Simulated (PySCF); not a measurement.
Vertical excitation energies

Species: 3-(aminomethyl)pyridine, C₆H₈N₂.
Bonds: N1–C2, C2–C3, C3–C4 (aromatic), C4–C5 (aromatic), C5–C6 (aromatic), C6–N7 (aromatic), N7–C8 (aromatic), C3–C8 (aromatic). Hydrogens: H9, H10 on N1; H11, H12 on C2; H13 on C4; H14 on C5; H15 on C6; H16 on C8.

Computed, not measured: TDDFT PBE0/def2-SVPD, vertical, gas phase, core orbitals frozen in the response (PySCF). One conformer (not necessarily the lowest) at the PBE0-D3(BJ)/def2-SVP geometry, without solvent, vibrations or thermal averaging. Torsions of this conformer, `[NH2:1][CH2:2][c:3]1[cH:4][cH:5][cH:6][n:7][cH:8]1`: N1–C2–C3–C4 87°, H–N1–C2–C3 58°, H–N1–C2–C3 -57°.

```tsv
state	E (eV)	E (hartree)	f	|μ| (D)	main configurations (H = HOMO, L = LUMO)
S1	4.71	0.1729	0.0073	0.64	H→L (51%), H-1→L (46%)
S2	5.04	0.1852	0.0046	0.49	H-1→L+1 (49%), H→L+1 (48%)
S3	5.22	0.1919	0.036	1.35	H-1→L (47%), H→L (43%)
S4	5.60	0.2057	0.034	1.26	H→L+1 (30%), H-2→L (29%), H-1→L+1 (26%)
S5	5.78	0.2125	0.066	1.74	H-2→L (51%), H→L+1 (16%), H-3→L+1 (15%)
S6	6.36	0.2337	0.015	0.79	H-2→L+1 (55%), H-3→L (27%)
S7	6.49	0.2383	0.023	0.96	H→L+2 (82%)
S8	7.09	0.2605	0.029	1.03	H-1→L+2 (86%)
S9	7.18	0.2640	0.011	0.64	H→L+3 (52%), H-2→L+2 (24%)
S10	7.26	0.2667	0.291	3.25	H-3→L+1 (45%), H-2→L+2 (12%), H→L+4 (10%)
```

Triplets, Tamm–Dancoff:

| state | E (eV) | λ (nm) | main configurations (H = HOMO, L = LUMO) |
| --- | --- | --- | --- |
| T1 | 4.05 | 306.2 | H-1→L (50%), H→L (37%) |
| T2 | 4.12 | 300.7 | H→L+1 (27%), H-2→L+1 (25%), H-3→L (19%) |
| T3 | 4.40 | 281.9 | H-1→L (38%), H→L (32%), H-2→L (22%) |
| T4 | 4.84 | 256.0 | H-3→L (43%), H→L+1 (37%), H-2→L (10%) |

The lowest singlet comes at 263 nm (454 kJ/mol) in the ultraviolet; it is weak; its leading configuration is HOMO→LUMO (51%). The most intense listed level is S10 at 7.26 eV (171 nm, f = 0.291), 2.55 eV above S1. It is the last of those listed, so stronger ones may follow. Löwdin shares by element: HOMO nitrogen 56%, carbon 16% or more (atoms not listed hold the other 28%); LUMO carbon 47% or more, nitrogen 22% or more (atoms not listed hold the other 31%). Orbital energies (eV): HOMO-3 -8.43, HOMO-2 -7.85, HOMO-1 -7.47, HOMO -7.04, LUMO -0.96, LUMO+1 -0.61, LUMO+2 0.63. Weighted by f, the mean energy of these states is 6.69 eV. The listed states span 2.55 eV, and the widest gap between neighbours is 0.60 eV (S7 to S8). The vertical ionisation energy (ΔSCF) is 8.88 eV, 1.62 eV above S10. The window holds the lowest 10 singlets.
